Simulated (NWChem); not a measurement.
System: SiH2Cl2; SMILES Cl[SiH2]Cl

All runs: NWChem. Pople sets run with spherical d functions. All runs use the structure optimised with PBE0/def2-SVP. Ions are spin-unrestricted doublets at the neutral geometry; other ion states weren't tried.

```tsv
level	basis functions	vertical ionisation energy, ΔSCF (eV)	−ε(HOMO) (eV)	ΔSCF minus −ε(HOMO) (eV)	relative time
CAM-B3LYP/STO-3G	29	10.24	8.54	1.70	1
CAM-B3LYP/3-21G	43	11.84	10.65	1.19	2
CAM-B3LYP/6-31G*	58	11.62	10.49	1.13	5
CAM-B3LYP/6-31+G*	70	11.67	10.58	1.09	10
CAM-B3LYP/6-311G**	90	11.71	10.64	1.07	10
CAM-B3LYP/6-311++G**	104	11.67	10.60	1.07	20
```

Times are rough ratios from one shared machine.
